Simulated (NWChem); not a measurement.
# TeO, triplet; SMILES O=[Te]

Program: NWChem. Spin-unrestricted. Medium grid unless said otherwise, to which SCAN and Minnesota functionals are sensitive. The geometry was optimised at PBE0/def2-SVP, spin-unrestricted. No stability test was run on the SCF state. def2 effective core potentials on Te; no spin-orbit coupling. B3LYP is NWChem's, with the RPA form of VWN correlation.

### Question
Order these by “dipole (D)”, lowest first: B3LYP/def2-TZVP; PBE/def2-TZVP; MPW1K/def2-TZVP; M06-2X/def2-TZVP; KT2/def2-TZVP.

### Answer
KT2/def2-TZVP (2.68), PBE/def2-TZVP (2.80), B3LYP/def2-TZVP (3.03), MPW1K/def2-TZVP (3.23), M06-2X/def2-TZVP (3.75)
